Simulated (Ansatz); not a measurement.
The cluster GeS3. The state is a triplet with charge 0. Geometry PBE0-D4/def2-SVPD, that of the charge -1 doublet; atoms count from 1.

```xyz
4

Ge    0.069   -0.121    0.129
S     1.051    1.200   -1.237
S    -1.938    0.364   -0.433
S     0.818   -1.443    1.540
```

The structure comes from a short search, and lower isomers may exist.

**Question.** Estimate the Mulliken populations from the PBE0/def2-TZVPD orbitals of Ansatz.

**Answer.** 
```tsv
atom	charge (e)	spin (α − β)
Ge1	0.87	-0.26
S2	-0.24	0.88
S3	-0.22	1.02
S4	-0.40	0.36
```
Mulliken values and Mayer orders depend strongly on the basis. With diffuse functions, as here, like atoms can get unlike values, and bond orders can come out too low or too high.

**Question.** Where does the spin sit?

**Answer.** Summed by element: Ge -0.26, S 2.26, of 2 unpaired in all. Largest on single atoms: S3 1.02, S2 0.88, S4 0.36.

**Question.** And the Mayer bond orders between bonded heavy atoms (over 0.3)?

**Answer.** Ge1–S2 1.12 (2.14 Å); Ge1–S3 1.09 (2.14 Å); Ge1–S4 1.59 (2.07 Å). Values over 0.3 also appear between atoms too far apart for a bond (S2–S3 0.31 at 3.21 Å); they arise where an orbital or an unpaired electron spreads over both atoms.
